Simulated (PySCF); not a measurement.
Si(F)2(Me)(SiMe3), SMILES C[Si](C)(C)[Si](C)(F)F, GFN2-xTB optimised geometry.

```
20

C      2.35    -1.29     0.00
Si     0.43    -1.29     0.00
C     -0.18    -2.22     1.55
C     -0.18    -2.22    -1.55
Si    -0.40     0.87     0.00
C     -2.26     1.23     0.00
F      0.22     1.72     1.22
F      0.23     1.72    -1.22
H      2.74    -0.78    -0.88
H      2.74    -0.78     0.88
H      2.75    -2.30     0.00
H     -1.26    -2.30     1.57
H      0.22    -3.23     1.58
H      0.13    -1.72     2.46
H      0.13    -1.72    -2.46
H     -1.26    -2.30    -1.57
H      0.22    -3.23    -1.58
H     -2.45     2.30    -0.01
H     -2.75     0.81     0.87
H     -2.75     0.81    -0.88
```

Density from PBE0/def2-SVP (PySCF) at that geometry.

Minimum of the electron density along straight lines between bonded atoms, close to the bond critical point (lines longer than 1.1 times the sum of covalent radii, or with two minima, are not listed):

```
bond    length / Å  ρ at the minimum / e bohr⁻³  ∇²ρ there / e bohr⁻⁵  position (fraction from the first atom)
------  ----------  ---------------------------  --------------------  ---------------------------------------
C1–Si2       1.911                        0.109                  0.29                                     0.62
Si2–C3       1.911                        0.108                  0.30                                     0.38
Si2–C4       1.911                        0.108                  0.30                                     0.38
Si5–C6       1.894                        0.115                  0.30                                     0.38
Si5–F7       1.615                        0.117                  1.07                                     0.42
Si5–F8       1.615                        0.117                  1.07                                     0.42
C1–H9        1.086                        0.272                 -0.98                                     0.63
C1–H10       1.086                        0.272                 -0.98                                     0.63
C1–H11       1.087                        0.271                 -0.97                                     0.62
C3–H12       1.086                        0.271                 -0.97                                     0.62
C3–H13       1.086                        0.271                 -0.97                                     0.62
C3–H14       1.086                        0.272                 -0.98                                     0.63
C4–H15       1.086                        0.272                 -0.98                                     0.63
C4–H16       1.086                        0.271                 -0.97                                     0.62
C4–H17       1.086                        0.271                 -0.97                                     0.62
C6–H18       1.088                        0.271                 -0.97                                     0.63
C6–H19       1.086                        0.271                 -0.97                                     0.62
C6–H20       1.086                        0.271                 -0.97                                     0.62
```
